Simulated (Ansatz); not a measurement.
## Which isomer of GeH4NO gives these data?

These gas-phase data were calculated for one isomer of GeH4NO at B3LYP-D3(BJ)/def2-SVP (harmonic, unscaled wavenumbers; equilibrium rotational constants with average atomic masses):

- rotational constants: 14.25, 6.861, 4.831 GHz
- all wavenumbers above 1500 cm⁻¹: 3840, 3626, 3526, 1894, 1533

Candidates:

(1) `[NH][GeH2][OH]`, a doublet
(2) `[NH2][GeH][OH]`, a doublet

**Question.** Which candidate do the data belong to?

**Answer.** Candidate (2). 2 modes lie between 3250 and 3800 cm⁻¹, one for each N–H bond, while (1) has 1.

The same quantities for all candidates:

|  | rotational constants (GHz) | wavenumbers above 1500 cm⁻¹ | E above the lowest, B3LYP-D3(BJ)/def2-SVP (kcal/mol) |
| --- | --- | --- | --- |
| (1) | 14.98, 6.701, 4.959 | 3835, 3399, 2139, 2088 | 28.3 |
| (2) | 14.25, 6.861, 4.831 | 3840, 3626, 3526, 1894, 1533 | 0.0 |

Harmonic stretches to hydrogen usually lie a few per cent above observed fundamentals. Each candidate is one conformer. Open shells are spin-unrestricted. Programs: Ansatz 0.2.0.
